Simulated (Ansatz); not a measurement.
`c1ccc(-c2ccc(-c3ccc(-c4ccc(-c5ccc(-c6ccccc6)cc5)cc4)cc3)cc2)cc1`. Total charge 0; singlet. Geometry PBE-D4/def2-SVP.

Cartesian coordinates in Å:
```
C -12.007 0.163 2.549
C -11.420 -0.976 1.975
C -10.049 -0.995 1.685
C -9.231 0.126 1.959
C -7.781 0.106 1.651
C -6.848 0.786 2.467
C -5.481 0.768 2.177
C -4.977 0.068 1.056
C -3.528 0.048 0.749
C -2.700 1.156 1.041
C -1.333 1.138 0.749
C -0.724 0.010 0.153
C 0.724 -0.010 -0.154
C 1.411 1.166 -0.536
C 2.777 1.147 -0.827
C 3.528 -0.048 -0.749
C 4.977 -0.068 -1.056
C 5.531 0.783 -2.041
C 6.898 0.763 -2.332
C 7.780 -0.106 -1.651
C 9.231 -0.126 -1.959
C 9.699 0.084 -3.277
C 11.069 0.065 -3.568
C 12.007 -0.163 -2.548
C 11.558 -0.375 -1.234
C 10.188 -0.356 -0.943
C 7.228 -0.955 -0.666
C 5.860 -0.938 -0.376
C 2.843 -1.223 -0.366
C 1.476 -1.205 -0.078
C -1.552 -1.098 -0.138
C -2.919 -1.079 0.151
C -5.911 -0.612 0.241
C -7.278 -0.594 0.531
C -9.838 1.266 2.536
C -11.208 1.284 2.828
H -13.083 0.178 2.777
H -12.034 -1.865 1.761
H -9.596 -1.904 1.262
H -7.198 1.310 3.369
H -4.781 1.277 2.856
H -3.142 2.059 1.489
H -0.718 2.013 1.006
H 0.856 2.112 -0.624
H 3.280 2.086 -1.105
H 4.871 1.461 -2.604
H 7.296 1.450 -3.094
H 8.972 0.238 -4.090
H 11.408 0.223 -4.604
H 13.083 -0.179 -2.777
H 12.285 -0.546 -0.424
H 9.851 -0.494 0.096
H 7.883 -1.657 -0.127
H 5.469 -1.601 0.409
H 3.391 -2.176 -0.311
H 0.980 -2.137 0.233
H -1.117 -1.988 -0.618
H -3.528 -1.968 -0.074
H -5.561 -1.136 -0.662
H -7.978 -1.103 -0.148
H -9.228 2.161 2.734
H -11.659 2.187 3.269
```

Single mean-field runs in def2-SVP are fitted with def2-universal-jkfit.

Question: Estimate the orbital energies around the gap (eV) in Ansatz with PBE-D4/def2-SVP, r2SCAN-D4/def2-SVP, PBE0-D4/def2-SVP.

Answer: 
```
orbital  PBE-D4/def2-SVP  r2SCAN-D4/def2-SVP  PBE0-D4/def2-SVP
 HOMO−9            -6.55               -6.80             -7.61
 HOMO−8            -6.38               -6.63             -7.42
 HOMO−7            -6.35               -6.60             -7.40
 HOMO−6            -6.33               -6.58             -7.37
 HOMO−5            -6.31               -6.56             -7.36
 HOMO−4            -6.28               -6.52             -7.32
 HOMO−3            -6.28               -6.52             -7.32
 HOMO−2            -6.03               -6.25             -7.00
 HOMO−1            -5.52               -5.71             -6.40
   HOMO            -5.11               -5.28             -5.92
   LUMO            -2.38               -2.35             -1.70
 LUMO+1            -1.93               -1.87             -1.18
 LUMO+2            -1.38               -1.28             -0.52
 LUMO+3            -1.36               -1.26             -0.51
 LUMO+4            -1.30               -1.20             -0.42
 LUMO+5            -1.22               -1.11             -0.33
```
